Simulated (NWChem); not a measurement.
System: C$_{2}$H$_{4}$NO, doublet; SMILES O=C[N]C

```xyz
8

C      0.4502    -1.3980    -0.0450
N     -0.6710    -0.5455     0.1473
C     -0.5079     0.7932    -0.0973
O      0.5391     1.3898     0.0655
H      0.5721    -2.0625     0.8260
H      0.2255    -2.0675    -0.8987
H      1.3857    -0.8523    -0.2556
H     -1.4534     1.3113    -0.3725
```
Atoms are numbered in this order, from 1.

All runs: NWChem. Spin-unrestricted. Geometry: optimised at PBE0/def2-SVP, spin-unrestricted. No stability test was run on the SCF state. Level B3LYP/def2-SVP: energy and gradient; each run changes one setting, and changes count from the defaults (medium grid, exact Coulomb integrals, symmetry on).

| setting | size of the energy change (μHa) | largest change of a gradient component (μHa/bohr) | time, defaults = 1 (rough) |
|---|---|---|---|
| defaults | < 10 | < 30 | about 1 |
| extra-fine grid | < 10 | < 30 | 4 |
| symmetry off | < 10 | other frame | about 1 |
| tight SCF thresholds and tolerances | < 10 | < 30 | 2 |
